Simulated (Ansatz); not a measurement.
HgSe2⁻. The state is a doublet with charge -1. Geometry relaxed at r2SCAN-D4/def2-TZVPD.

| atom | x (Å) | y (Å) | z (Å) |
| --- | --- | --- | --- |
| Hg1 | -1.093 | -0.961 | 1.482 |
| Se2 | 0.298 | -0.359 | -1.469 |
| Se3 | 0.796 | 1.320 | -0.013 |

In the def2 sets Hg takes a core potential; there is no spin–orbit coupling. The relaxation made no stability test and no search for a lower SCF solution. The structure comes from a short search, and lower isomers may exist.

Estimate the harmonic wavenumbers at UKS r2SCAN-D4/def2-TZVPD (Ansatz, unscaled). Is this a minimum?

44, 62, 328 cm⁻¹. Yes, no mode is imaginary beyond noise. Zero-point energy 2.6 kJ/mol. Hardware: 4 threads of Arm Neoverse V1 on a shared host. Wall time 60 s.
